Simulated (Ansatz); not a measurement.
Reaction (hydrogenolysis of the Sn–F bond): `[NH2][SnH2][F]` + H₂ → `[NH2][SnH3]` + H–F

Program: Ansatz. Geometries: PBE0-D4/def2-TZVP. ΔE: electronic, gas phase. CCSD(T)/CBS is the MP2 limit (def2-TZVPP, def2-QZVPP) plus CCSD(T) − MP2 in def2-TZVPP, frozen cores. This one scheme is used for every species. Functionals use def2-TZVPP. Elements past krypton have def2 core potentials. For Sn outer-core shells are correlated without core-valence functions, which leaves a few kJ/mol of doubt a bond. Each species was taken in one conformer, which may not be the lowest.

CCSD(T)/CBS gives +13.0 kcal/mol.

Question: Another level gave +14.8 kcal/mol. Which?
A. HF/def2-TZVPP
B. r2SCAN/def2-TZVPP
C. CCSD/def2-TZVPP
D. PBE-D4/def2-TZVPP

Answer: B. r2SCAN 14.8, HF/def2-TZVPP 11.5, PBE-D4 13.4, CCSD/def2-TZVPP 10.3 kcal/mol.

Largest T1 diagnostic among the species: 0.013.

From PBE to PBE0 (25 % exact exchange), in def2-TZVPP and without D4, ΔE moves by −2.0 kcal/mol.
